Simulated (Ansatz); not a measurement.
ZnN₄O₂H₁₄ (relaxed from a model of trans-Zn(OH)2(NH3)4, whose bonding it doesn't keep). Total charge 0; singlet. Geometry B3LYP-D4/def2-SVP.

```xyz
21

N     2.0332    0.9474    0.6063
N    -2.9387   -0.8644    0.9029
N    -1.4695    1.5777    0.7035
N     2.4193   -1.0923   -1.3063
O    -0.2242   -1.3817    0.3205
O     0.4172    0.9509   -1.9464
Zn    0.1093    0.4597   -0.1413
H     0.1954   -1.6246    1.1569
H    -0.1593    0.4477   -2.5371
H     2.3670    1.8475    0.2579
H     2.5186    0.2028    0.0482
H     2.3100    0.8657    1.5848
H    -1.9946   -1.2627    0.6882
H    -3.5702   -1.1795    0.1639
H    -3.2709   -1.3075    1.7615
H    -2.2061    0.8426    0.8531
H    -1.8199    2.2606    0.0294
H    -1.3248    2.0717    1.5852
H     1.6878   -1.7114   -0.9364
H     3.0273   -1.6408   -1.9139
H     1.8934   -0.4094   -1.8809
```

At HF/STO-3G the highest occupied level of the charge 0 singlet lies above zero (up to 1.21 eV). In Hartree–Fock with STO-3G the lack of diffuse functions raises the level. In the singlet geometry the species has come apart into loosely held pieces.

Q: Estimate the orbital energies around the gap (eV) in Ansatz with HF/STO-3G, PBE-D4/def2-SVP, r2SCAN-D4/def2-TZVP, r2SCANh-D4/def2-TZVP, PBE0-D4/def2-SVP.

A: 
```
orbital  HF/STO-3G  PBE-D4/def2-SVP  r2SCAN-D4/def2-TZVP  r2SCANh-D4/def2-TZVP  PBE0-D4/def2-SVP
 HOMO−5      -9.17            -5.79                -6.51                 -7.10             -7.43
 HOMO−4      -7.98            -5.32                -6.13                 -6.71             -6.94
 HOMO−3      -7.34            -5.09                -5.93                 -6.54             -6.78
 HOMO−2      -6.75            -4.76                -5.71                 -6.32             -6.46
 HOMO−1      -6.33            -4.51                -5.39                 -6.01             -6.20
   HOMO       1.21            -4.07                -5.04                 -5.65             -5.77
   LUMO      11.90            -0.10                -0.04                  0.21              0.72
 LUMO+1      13.09             1.11                 1.05                  1.28              2.02
 LUMO+2      13.94             1.50                 1.38                  1.61              2.44
 LUMO+3      14.86             1.93                 1.59                  1.82              2.90
 LUMO+4      17.10             2.38                 2.14                  2.39              3.38
 LUMO+5      17.51             2.53                 2.53                  2.77              3.52
```
